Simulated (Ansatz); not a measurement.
`CBBO` + H₂ → `BBC` + H₂O at 400 K and 1 bar (hydrogenolysis of a B–O bond).

Calculated with Ansatz (gas phase, PBE0-D4/def2-TZVP geometries, no zero-point term in ΔE). CCSD(T)/CBS is the MP2 limit (def2-TZVPP, def2-QZVPP) plus CCSD(T) − MP2 in def2-TZVPP, frozen cores. This one scheme is used for every species. One conformer a species, not always the lowest.

| species | CCSD(T)/CBS energy (Eh) | H − E (kJ/mol) | S (J/(mol·K)) |
| --- | --- | --- | --- |
| `CBBO` | -166.44324 | 227.6 | 343.6 |
| H₂ | -1.17544 | 38.0 | 139.0 |
| `BBC` | -91.20122 | 202.7 | 317.4 |
| H₂O | -76.37941 | 69.8 | 198.6 |

H − E and S are ideal-gas, rigid-rotor, harmonic terms from PBE0-D4/def2-TZVP, for one conformer and one mirror image of each species. The MP2-based limit puts H₂ 0.8 mEh under its directly extrapolated value; such offsets cancel only in part. 1 Eh = 2625.50 kJ/mol, R = 8.31446 J/(mol·K).

Q: By hand: ΔE, ΔH, ΔS and ΔG.

A: ΔE = (-91.20122) + (-76.37941) − (-166.44324) − (-1.17544) = 0.03805 Eh = 99.9 kJ/mol. Δ(H − E) = 202.7 + 69.8 − 227.6 − 38.0 = 6.9, so ΔH = 106.8 kJ/mol. ΔS = 317.4 + 198.6 − 343.6 − 139.0 = 33.4 J/(mol·K). ΔG = 106.8 − 400 × (33.4)/1000 = 93.4 kJ/mol.

Q: By hand: the equilibrium constant, and the temperature at which ΔG would vanish if ΔH and ΔS stayed fixed.

A: log₁₀ K = −ΔG/(RT ln 10) = -12.2. ΔG = 0 at ΔH/ΔS = 3198 K, far beyond where these terms or the molecules hold.

ΔH outweighs TΔS. A doubt of 5 kJ/mol in ΔE shifts log₁₀ K by 0.7 here. Other conformers and mirror images would add mixing entropy, several J/(mol·K) or more a flexible species. These are equilibria of isolated gas molecules and say nothing of rates. Largest T1 diagnostic: 0.013 (customary marks: 0.02 for closed shells, 0.045 for open ones).
